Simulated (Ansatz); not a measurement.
Species: InI (charge +1, doublet). 
Coordinates optimised at B3LYP-D3(BJ)/def2-TZVP (Ansatz, an electronic-structure program):
```
In
I 1 3.3782
```
Charge +1, spin multiplicity 2.

Basis-set convergence of Hartree-Fock and MP2 correlation energies (hartree) with Ansatz. Valence correlation only, unless marked. UHF or UKS for open shells. Spin-orbit coupling is left out. Frozen are the shells of the preceding noble gas and the d and f shells that filled before the atom's block. In def2 rows, elements after Kr have scalar-relativistic effective core potentials.

```csv
basis,functions,E(HF),"E(corr, MP2)"
def2-SVPD,67,-485.67351,-0.10753
def2-TZVPPD,115,-485.68505,-0.14260
def2-QZVPPD,179,-485.68676,-0.16068
```

Extrapolating the two largest sets (X = 3 and 4) as X^-3: E(corr) = (64·(-0.16068) - 27·(-0.14260))/37 = -0.1739 Eh, an estimate of the basis-set limit. The largest set recovers 92.4 % of it, the smallest 61.8 %.
